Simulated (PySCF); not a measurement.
SMILES [F][Be][I] (BeFI), PBE0/def2-SVP optimised geometry. Atoms within 1.6 Å of the plane z = 0.0 Å (x, y, z in Å): Be1 (-0.39, 0.01, 0.00), F2 (-1.78, -0.01, 0.00), I3 (1.78, 0.01, 0.00).

Computed with PBE0/def2-TZVP, def2 effective core potentials past Kr run with PySCF. The core electrons that the potentials of I replace are not part of the density. Cells within 0.4 Å of a nucleus heavier than hydrogen are left out (blank, or x).

Map of the deformation density (molecule minus spherical neutral atoms) (e/bohr³) on the plane z = 0.0 Å:

```
|2222222222222222222222222222222|
|2222222222222222222222222222222|
|2222222222222222222222222222222|
|2222222222222222222222222222222|
|2222222222222222222222222222222|
|2222222222222222222222222222222|
|2222222222222222222222222222222|
|2222222222222222222222222222222|
|2222222222221112222222222222222|
|2222222222211111222222222222222|
|2222222222111111122222222222222|
|2222222222211001222222222222222|
|2222222223321001233222332211222|
|2222222334542112333222133211122|
|22222225xx974xx445421xx03211122|
|2222222xxx996xxx55421xxx3211122|
|22222226xx974xx444421xx03211122|
|2222222344542112333222233211122|
|2222222223321001223222332211222|
|2222222222211011222222222222222|
|2222222222211111122222222222222|
|2222222222211111222222222222222|
|2222222222221112222222222222222|
|2222222222222222222222222222222|
|2222222222222222222222222222222|
|2222222222222222222222222222222|
|2222222222222222222222222222222|
|2222222222222222222222222222222|
|2222222222222222222222222222222|
|2222222222222222222222222222222|
|2222222222222222222222222222222|
```
Scale: ten equal steps from -0.015 (start of '0') to 0.053 (end of '9'), in the order '0123456789'; x runs from -4.00 to 4.00, y from -4.00 (bottom) to 4.00 (top).
